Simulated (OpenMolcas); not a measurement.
**How methods differ on CH3BClFO (methoxychlorofluoroborane)**

CH3BClFO has 8 atoms, charge 0, and is taken as a singlet. SMILES: `COB(F)Cl`. The coordinates come from a PBE0-D4/def2-TZVP relaxation. This is one conformer, not always the lowest.

Each level gives the HOMO–LUMO gap (eV). The values are calculated.

```
         level           kind     program  value (eV)  CPU time
 SVWN5/cc-pVDZ            LDA  OpenMolcas        7.29      38 s
   PBE/cc-pVDZ            GGA  OpenMolcas        7.41      50 s
revPBE/cc-pVDZ            GGA  OpenMolcas        7.47      51 s
  TPSS/cc-pVDZ       meta-GGA  OpenMolcas        7.70      75 s
r2SCAN/cc-pVDZ       meta-GGA  OpenMolcas        8.23      64 s
 BHLYP/cc-pVDZ  global hybrid  OpenMolcas       12.56      47 s
  PBE0/cc-pVDZ  global hybrid  OpenMolcas       10.02      47 s
B2PLYP/cc-pVDZ  double hybrid  OpenMolcas       12.87      38 s
```

The values span 7.29 to 12.87 eV. Orbital gaps aren't excitation energies, and those of double hybrids come from the SCF part alone; they tend to grow with the share of exact exchange. CPU times are rough (shared hosts, several kinds of processor and program).
